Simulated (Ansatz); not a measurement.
Breaking the B1–H5 bond in C2H3B (SMILES BC#C) (multiplicity 1 held, fragments rigid). Energies count from the point at 1.189 Å.
Geometry at that point (charge 0, multiplicity 1):
```xyz
6

B     -1.193    -0.052    -0.715
C      0.092     0.004     0.055
C      1.129     0.049     0.677
H      2.041     0.089     1.223
H     -1.955     0.861    -0.667
H     -1.450    -1.009    -1.373
```

Signs of static correlation in cc-pVTZ, with CASSCF(2,2), from Ansatz (a program for electronic structure) runs.

| R (Å) | T1 of restricted CCSD | ⟨S²⟩ of UHF | largest double amplitude of restricted CCSD | weight of the CASSCF reference in MRCISD | CASSCF natural occupations |
|---|---|---|---|---|---|
| 0.952 | 0.014 | 0.000 | 0.058 | 0.884 | 1.99 0.01 |
| 1.070 | 0.014 | 0.000 | 0.054 | 0.884 | 1.99 0.01 |
| 1.189 | 0.014 | 0.000 | 0.071 | 0.884 | 1.98 0.02 |
| 1.308 | 0.014 | 0.000 | 0.067 | 0.884 | 1.98 0.02 |
| 1.427 | 0.014 | 0.000 | 0.061 | 0.884 | 1.97 0.03 |
| 1.606 | 0.015 | 0.000 | 0.059 | 0.883 | 1.95 0.05 |
| 1.784 | 0.016 | 0.000 | 0.082 | 0.883 | 1.92 0.08 |
| 2.082 | 0.020 | 0.519 | ? | 0.883 | 1.85 0.15 |
| 2.379 | 0.027 | ? | 0.260 | 0.884 | 1.74 0.26 |
| 2.736 | 0.041 | 0.995 | 0.391 | 0.884 | 1.57 0.43 |
| 3.211 | 0.063 | 1.066 | 0.575 | 0.884 | 1.35 0.65 |
| 3.806 | 0.084 | 1.088 | 0.769 | 0.884 | 1.16 0.84 |

Q: Some entries are withheld; supply them.

A: 
- 2.082, largest double amplitude of restricted CCSD: 0.161
- 2.379, ⟨S²⟩ of UHF: 0.837

Doubts at one or more of the structures used: a restricted determinant that unrestricted orbitals would lower (R-CCSD(T)/cc-pVTZ); other coupled-cluster roots lie near (R-CCSD(T)/cc-pVTZ); T1 above 0.05 (R-CCSD(T)/cc-pVTZ, U-CCSD(T)/cc-pVTZ); a spin-contaminated determinant (U-CCSD(T)/cc-pVTZ).
